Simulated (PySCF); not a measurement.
SMILES CB(C[Si](F)(F)F)C (GFN2-xTB optimised geometry):

```
16

Si     1.284     0.771     0.000
F      0.909     0.300    -1.472
F      2.875     0.771     0.000
F      0.910     2.317     0.000
C      0.484    -0.224     1.368
B     -1.088    -0.227     1.168
C     -1.943     0.923     1.815
C     -1.755    -1.349     0.292
H      0.768     0.225     2.321
H      0.905    -1.230     1.349
H     -2.220     0.634     2.830
H     -2.875     1.116     1.289
H     -1.400     1.862     1.902
H     -2.814    -1.491     0.491
H     -1.673    -1.049    -0.754
H     -1.263    -2.317     0.366
```

Computed with B3LYP/def2-TZVP (PySCF).

### Question
What are the frontier orbital energies and the dipole moment?

### Answer
HOMO-2 -10.36 eV, HOMO-1 -8.96 eV, HOMO -8.88 eV, LUMO -1.17 eV, LUMO+1 0.08 eV; dipole moment 3.10 D.

On the same geometry PBE/def2-TZVP (PySCF) gives HOMO-2 -9.09 eV, HOMO-1 -7.77 eV, HOMO -7.66 eV, LUMO -1.94 eV, LUMO+1 -0.38 eV; dipole moment 2.97 D.

Meta-Löwdin charges at B3LYP/def2-TZVP: Si1 1.66, F2 -0.49, F3 -0.49, F4 -0.49, C5 -0.59, B6 0.28, C7 -0.46, C8 -0.46, H9 0.15, H10 0.14, H11 0.14, H12 0.12, H13 0.12, H14 0.12, H15 0.15, H16 0.12.
